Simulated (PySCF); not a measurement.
**How methods differ on the excitation energy of P²⁺**

P²⁺ [Ne] 3s2 3p1 (2P) → P²⁺ [Ne] 3s1 3p2 (4P), as a difference of total energies. All numbers are calculated (PySCF 2.14, no relativity, point nucleus, in aug-cc-pV(T+d)Z). Correlated levels: valence: [Ne] frozen. The calculations carry no spin-orbit coupling.

| method | excitation energy (cm⁻¹) |
| --- | --- |
| UHF | 43794 |
| MP2 (valence) | 51584 |
| SCS-MP2 (valence) | 54631 |
| CCSD (valence) | 54547 |
| CCSD(T) (valence) | 54760 |
